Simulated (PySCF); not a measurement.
**`CC(C)[P@@H](=S)CC#N`: 4 charge schemes on one density**

C5H10NPS.
Cartesian coordinates in Å at the GFN2-xTB level; atoms count from 1:
```xyz
18
C5H10NPS angstrom
C     -1.832   -1.143    0.167
C     -0.697   -0.174    0.475
C     -1.119    1.279    0.303
P      0.668   -0.555   -0.723
S      0.299   -0.336   -2.603
C      2.152    0.415   -0.154
C      2.345    0.282    1.258
N      2.466    0.158    2.388
H     -2.663   -0.988    0.852
H     -2.187   -0.988   -0.852
H     -1.493   -2.175    0.260
H     -0.313   -0.345    1.487
H     -0.332    1.959    0.627
H     -1.350    1.478   -0.744
H     -2.009    1.485    0.895
H      1.039   -1.843   -0.309
H      3.021    0.035   -0.702
H      1.995    1.463   -0.432
```

Density: PBE0/pcSseg-1 (PySCF); schemes: Mulliken, IAO, Hirshfeld and ESP-fitted. Isolated species at its GFN2-xTB geometry (one conformer only).

Q: What partial charge does each atom carry?

A: In e:

```json
{"atom": "C1", "environment": "methyl carbon", "Mulliken": "-0.213", "IAO": "-0.422", "Hirshfeld": "-0.116", "ESP-fitted": "-0.523"}
{"atom": "C2", "environment": "sp3 carbon bound to phosphorus", "Mulliken": "-0.559", "IAO": "-0.302", "Hirshfeld": "-0.052", "ESP-fitted": "+0.239"}
{"atom": "C3", "environment": "methyl carbon", "Mulliken": "-0.214", "IAO": "-0.424", "Hirshfeld": "-0.119", "ESP-fitted": "-0.465"}
{"atom": "P4", "environment": "phosphorus bonded to 2 C, S and H", "Mulliken": "+0.406", "IAO": "+0.947", "Hirshfeld": "+0.335", "ESP-fitted": "+0.018"}
{"atom": "S5", "environment": "sulfur bonded to P", "Mulliken": "-0.350", "IAO": "-0.582", "Hirshfeld": "-0.291", "ESP-fitted": "-0.306"}
{"atom": "C6", "environment": "sp3 carbon bound to phosphorus", "Mulliken": "-0.381", "IAO": "-0.521", "Hirshfeld": "-0.083", "ESP-fitted": "-0.533"}
{"atom": "C7", "environment": "nitrile carbon", "Mulliken": "+0.058", "IAO": "+0.131", "Hirshfeld": "+0.083", "ESP-fitted": "+0.470"}
{"atom": "N8", "environment": "nitrile nitrogen", "Mulliken": "-0.237", "IAO": "-0.240", "Hirshfeld": "-0.216", "ESP-fitted": "-0.481"}
{"atom": "H9", "environment": "methyl hydrogen", "Mulliken": "+0.134", "IAO": "+0.152", "Hirshfeld": "+0.051", "ESP-fitted": "+0.164"}
{"atom": "H10", "environment": "methyl hydrogen", "Mulliken": "+0.136", "IAO": "+0.155", "Hirshfeld": "+0.038", "ESP-fitted": "+0.157"}
{"atom": "H11", "environment": "methyl hydrogen", "Mulliken": "+0.125", "IAO": "+0.143", "Hirshfeld": "+0.043", "ESP-fitted": "+0.134"}
{"atom": "H12", "environment": "methine hydrogen", "Mulliken": "+0.181", "IAO": "+0.158", "Hirshfeld": "+0.044", "ESP-fitted": "+0.080"}
{"atom": "H13", "environment": "methyl hydrogen", "Mulliken": "+0.124", "IAO": "+0.139", "Hirshfeld": "+0.040", "ESP-fitted": "+0.140"}
{"atom": "H14", "environment": "methyl hydrogen", "Mulliken": "+0.136", "IAO": "+0.154", "Hirshfeld": "+0.035", "ESP-fitted": "+0.143"}
{"atom": "H15", "environment": "methyl hydrogen", "Mulliken": "+0.134", "IAO": "+0.153", "Hirshfeld": "+0.051", "ESP-fitted": "+0.140"}
{"atom": "H16", "environment": "P–H hydrogen", "Mulliken": "+0.091", "IAO": "-0.050", "Hirshfeld": "+0.004", "ESP-fitted": "+0.135"}
{"atom": "H17", "environment": "methylene hydrogen", "Mulliken": "+0.217", "IAO": "+0.206", "Hirshfeld": "+0.079", "ESP-fitted": "+0.253"}
{"atom": "H18", "environment": "methylene hydrogen", "Mulliken": "+0.212", "IAO": "+0.201", "Hirshfeld": "+0.075", "ESP-fitted": "+0.234"}
```

Mean size of the charges over all atoms: IAO 0.282 e, ESP-fitted 0.256 e, Mulliken 0.217 e, Hirshfeld 0.097 e. Each set sums to the total charge, 0, to within 0.001 e. The ESP scheme is a least-squares fit of atom-centred charges to the potential on four shells outside the van der Waals surface, with the total charge fixed. The Hirshfeld scheme divides the density at each point in proportion to the densities of the neutral, spherically averaged free atoms.

Lowest charge. The schemes don't all agree: Mulliken C2 (-0.559); IAO S5 (-0.582); Hirshfeld S5 (-0.291); ESP-fitted C6 (-0.533).

Highest charge. The schemes don't all agree: Mulliken P4 (+0.406); IAO P4 (+0.947); Hirshfeld P4 (+0.335); ESP-fitted C7 (+0.470).

Q: Sum the charges by element, for elements with more than one atom.

A: 
```json
{"element": "C", "atoms": "5", "Mulliken": "-1.308", "IAO": "-1.537", "Hirshfeld": "-0.287", "ESP-fitted": "-0.812"}
{"element": "H", "atoms": "10", "Mulliken": "+1.489", "IAO": "+1.412", "Hirshfeld": "+0.459", "ESP-fitted": "+1.581"}
```

Q: How closely do the schemes follow one another over all atoms?

A: Correlation coefficient and root-mean-square difference: IAO with Hirshfeld 0.93, 0.238 e; Mulliken with IAO 0.89, 0.174 e; Mulliken with Hirshfeld 0.81, 0.164 e; Hirshfeld with ESP-fitted 0.65, 0.239 e; IAO with ESP-fitted 0.64, 0.285 e; Mulliken with ESP-fitted 0.57, 0.260 e.
